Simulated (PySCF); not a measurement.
Electronic structure of O²⁺ (oxygen, charge +2) at the TPSS level

Configuration: [He] 2s2 2p2, high-spin 3P determinant. All numbers are calculated (PySCF 2.14, scalar relativity by spin-free X2C-1e, in aug-cc-pVDZ-DK).

* Total energy: -73.3287 hartree
* One-electron energy: -92.6045 hartree
* Hartree (Coulomb) energy: 26.7928 hartree
* Exchange-correlation energy: -7.5169 hartree
* ⟨S²⟩: 2.0018
* ⟨L²⟩: 2.004
* Sum of ⟨r⟩: 4.454 bohr
* Sum of ⟨r²⟩: 5.120 bohr²
* Traceless quadrupole moment −½Σ⟨3z² − r²⟩ along its main axis: 0.468 e·bohr²
* Langevin diamagnetic susceptibility: -4.05 ×10⁻⁶ cm³/mol
* Time after the integrals: 0.16 s of wall time on 1 thread of Intel(R) Xeon(R) 6975P-C (shared host)

| shell | electrons | mean orbital energy (hartree) | rms radius, mean of both spins (bohr) |
| --- | --- | --- | --- |
| 1s α | 1 | -20.66880 | 0.231 |
| 1s β | 1 | -20.59977 | 0.231 |
| 2s α | 1 | -2.23046 | 1.13 |
| 2s β | 1 | -2.05081 | 1.13 |
| 2p α | 2 | -1.67090 | 1.11 |
